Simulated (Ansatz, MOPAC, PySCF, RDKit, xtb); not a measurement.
Torsion H4–O1–Si2–I3 in HIOSi (SMILES O[Si]I); at each angle all else is relaxed with GFN2-xTB, and the levels are single points there.
Geometry at 0° (charge 0, multiplicity 1):
```xyz
4

O     -1.053     0.111     0.218
Si     0.219     1.034    -0.107
I      1.293    -0.173    -2.037
H     -1.369    -0.698    -0.185
```

```json
[
 {"level": "MMFF94", "energy at 90° less that at 0° (kJ/mol)": "44.5", "cost": "-"},
 {"level": "UFF", "energy at 90° less that at 0° (kJ/mol)": "157.2", "cost": "-"},
 {"level": "PM6", "energy at 90° less that at 0° (kJ/mol)": "-4.3", "cost": "-"},
 {"level": "GFN1-xTB", "energy at 90° less that at 0° (kJ/mol)": "3.7", "cost": "-"},
 {"level": "HF/def2-SVP", "energy at 90° less that at 0° (kJ/mol)": "27.3", "cost": "-"},
 {"level": "BLYP-D4/def2-TZVPP", "energy at 90° less that at 0° (kJ/mol)": "26.4", "cost": "×1"},
 {"level": "r2SCAN/def2-TZVPP", "energy at 90° less that at 0° (kJ/mol)": "27.6", "cost": "×2"},
 {"level": "r2SCAN-D3(BJ)/def2-TZVPP", "energy at 90° less that at 0° (kJ/mol)": "27.6", "cost": "×2"},
 {"level": "B3LYP/LANL2DZ", "energy at 90° less that at 0° (kJ/mol)": "17.1", "cost": "-"},
 {"level": "PBE0-D3(BJ)/def2-TZVPP", "energy at 90° less that at 0° (kJ/mol)": "27.8", "cost": "×2"},
 {"level": "wB97M-V/def2-TZVPP", "energy at 90° less that at 0° (kJ/mol)": "28.1", "cost": "×4"},
 {"level": "MP2/def2-QZVPP", "energy at 90° less that at 0° (kJ/mol)": "28.8", "cost": "-"},
 {"level": "SCS-MP2/def2-SVP", "energy at 90° less that at 0° (kJ/mol)": "30.4", "cost": "-"},
 {"level": "CCSD(T)/CBS(def2-TZVPP, def2-QZVPP)", "energy at 90° less that at 0° (kJ/mol)": "28.0", "cost": "×300*"}
]
```

The rows run from -4.3 (PM6) to 157.2 kJ/mol (UFF). The dispersion term adds 0.0 in r2SCAN-D3(BJ).

On the grid 0° to 330°, 90° is the highest and 0° the lowest point at CCSD(T)/CBS(def2-TZVPP, def2-QZVPP).

Frozen-core correlation. Filled d and f shells under p-block atoms count as core. CBS(a, b) extrapolates the correlation energy as X⁻³ and adds the Hartree–Fock energy of set b. Rows in LANL2DZ carry no dispersion term and start afresh at each structure. LANL2DZ brings its own core potentials from Na on. The state that PM6 reach isn't checked.

The values were computed with Ansatz (Gaussian basis) for Hartree–Fock, density functionals and correlated methods; MOPAC for PM6 (differences of heats of formation); PySCF for LANL2DZ rows, the dispersion terms; RDKit for the force fields; xtb for the GFN methods. Each number belongs to the level named beside it. In def2 rows elements past Kr take small-core potentials, without spin–orbit coupling.

Costs are rough ratios of core time to PBE/def2-TZVPP (about 2.1 s over the structures, on one shared machine); a dash marks a level with no comparable run of its own. A star marks coupled-cluster runs past 200 virtual orbitals, where the program's memory plan changes under this machine's limit, so their costs aren't comparable with smaller runs.

Ansatz is a program for electronic structure.
